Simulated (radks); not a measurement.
The numbers below are computed, except where a source is named.
Spherical quantum dot in the effective-mass picture: electrons in a hard-walled sphere of radius 4.63, all in effective atomic units (hartree* = m*/eps^2 hartree, bohr* = eps/m* bohr), one dielectric constant everywhere. Level of theory: non-relativistic Kohn-Sham, exchange-only LDA, spin-polarised, spherical densities (a radial shooting solver with Libxc functionals). Levels are named by radial order and angular momentum (1s, 1p, 1d, 2s, ...), and open shells are averaged over m. Results are scaled to m* = 0.129 and eps = 13.4, for which hartree* = 19.55 meV and bohr* = 5.497 nm.

N = 21, configuration 1s2 1p6 1d10 1f(up 3, down 0). This is the lowest configuration that the search found. Occupied and some empty levels:

| level | occupation | eigenvalue (meV) | <r> (nm) |
|---|---|---|---|
| 1s up | 1 | 116.03 | 17.54 |
| 1s down | 1 | 116.74 | 17.44 |
| 1p up | 3 | 118.28 | 18.09 |
| 1p down | 3 | 119.02 | 18.03 |
| 1d up | 5 | 122.25 | 18.59 |
| 1d down | 5 | 123.02 | 18.56 |
| 1f up | 3 | 127.74 | 19.02 |
| 1f down | 0 | 128.54 | 19.00 |
| 2s up | 0 | 133.17 | 11.36 |
| 2s down | 0 | 133.40 | 11.35 |
| 1g up | 0 | 134.63 | 19.39 |
| 1g down | 0 | 135.44 | 19.38 |
| 2p up | 0 | 140.83 | 13.33 |
| 2p down | 0 | 141.17 | 13.30 |
| 2d up | 0 | 150.03 | 14.56 |
| 2d down | 0 | 150.45 | 14.53 |

Energy (meV): total 1405.44, kinetic 340.26, external 0, Hartree 1190.6, exchange-correlation -125.42.

Electron density:

| r (nm) | n(r) (e/nm^3) |
|---|---|
| 1.38 | 0.00001276 |
| 3.28 | 0.00001768 |
| 5.18 | 0.00002926 |
| 7.07 | 0.00005251 |
| 8.97 | 0.00009497 |
| 10.9 | 0.0001660 |
| 12.8 | 0.0002715 |
| 14.7 | 0.0004056 |
| 16.6 | 0.0005356 |
| 18.5 | 0.0005919 |
| 20.4 | 0.0005007 |
| 22.3 | 0.0002690 |
| 24.2 | 0.00004997 |
